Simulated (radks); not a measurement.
The numbers below are computed, except where a source is named.
Problem. These are the eigenvalues of the occupied orbitals of an atom or ion with whole-number occupations (hartree). Level of theory: scalar-relativistic Kohn-Sham, PBE, spin-polarised, spherical densities, point nucleus (a radial shooting solver on a logarithmic mesh with Libxc functionals).

1s up: -1066.825
1s down: -1066.823
2s up: -161.5782
2s down: -161.5565
2p up: -145.1049
2p down: -145.0874
3s up: -31.64654
3s down: -31.63486
3p up: -26.26591
3p down: -26.25247
3d up: -17.99111
3d down: -17.97108
4s up: -5.45784
4s down: -5.38220
4p up: -3.81093
4p down: -3.73485
4d up: -1.40084
4d down: -1.32617
5s up: -0.54943
5s down: -0.48920
5p up: -0.23541
5p down: -0.18283

Which element is it, and in what charge state? The configuration may be excited. Open shells, if any, are filled with parallel spins first.

Solution. Z = 50, tin, charge 0: Sn in [Kr] 4d8 5s2 5p4. The list shows which subshells hold electrons but not how many an open one holds; the 1s level, -1066.8 hartree, gives Z - s = 46.2 by -(Z - s)^2/2, which with screening and relativity narrows Z to a few neighbours, and the depths of the outer levels then fix element, charge and occupations together.
